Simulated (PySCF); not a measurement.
**[TaH6]-, singlet: computed properties**

All numbers come from PBE0 in PySCF with Ta def2-TZVPD with ECP60, H def2-TZVPD; scalar-relativistic core potentials, no spin–orbit coupling; density-fitted integrals.

The structure is a minimum.

```
Point group                                                                   : C3v
Bond lengths                                                                  : Ta–H 1.781 Å (×3), Ta–H 1.834 Å (×3)
Bond angles                                                                   : H–Ta–H 69.7° (×3), H–Ta–H 73.5° (×3), H–Ta–H 103.7° (×3), H–Ta–H 127.9° (×6)
Zero-point energy                                                             : 97.1 kJ/mol
Entropy at 298.15 K and 1 bar                                                 : 261.3 J/(mol K)
Principal polarisabilities                                                    : 69.8, 69.8, 77.7 bohr³
Enthalpy at 298.15 K above 0 K                                                : 13.37 kJ/mol
Lowest empty level                                                            : 2.99 eV
Rotational constants                                                          : 1.342, 1.252, 1.252 cm⁻¹
Rotational symmetry number                                                    : 3
Dipole moment about the centre of mass                                        : 1.97 D
Heat capacity Cp at 298.15 K                                                  : 68.9 J/(mol K)
Principal quadrupole moments (Buckingham, traceless) about the centre of mass : -1.44, 0.72, 0.72 D Å
Highest occupied level                                                        : -2.54 eV
```

Harmonic modes (masses in u: Ta 180.948, H 1.008):
| symmetry | ω (cm⁻¹) | IR (km/mol, summed over degenerate members) | μ (u) |
| --- | --- | --- | --- |
| e | 456 | 194 | 1.01 |
| a1 | 525 | 106 | 1.03 |
| a2 | 657 | 0.0 | 1.01 |
| e | 672 | 1.0 | 1.02 |
| e | 798 | 3.0 | 1.01 |
| a1 | 960 | 71.3 | 1.01 |
| e | 1635 | 891 | 1.02 |
| a1 | 1668 | 849 | 1.02 |
| e | 1736 | 853 | 1.01 |
| a1 | 1835 | 108 | 1.01 |

In C3v the vibrations span 5e + 4a1 + a2. The a2 mode carries no infrared intensity, as symmetry demands.

Charges (e); Mulliken and Löwdin values are unreliable with diffuse functions:
```
  atom  Mulliken  Löwdin  polar tensor  Mayer order to Ta1
   Ta1      0.40    0.28          0.97                   –
H2,3,4     -0.17   -0.21         -0.26                0.87
H5,6,7     -0.30   -0.22         -0.40                0.86
```

Mulliken populations on Ta1 (electrons outside its core potential): s 3.09, p 6.38, d 3.09, f 0.04.

This need not be the most stable arrangement of these atoms. The lowest empty level of this anion is unbound, so it and the gap depend on the basis. No spin–orbit coupling is included, which matters more the heavier the element.

The final relaxation and frequency run took of the order of 100 core-seconds on a shared host.
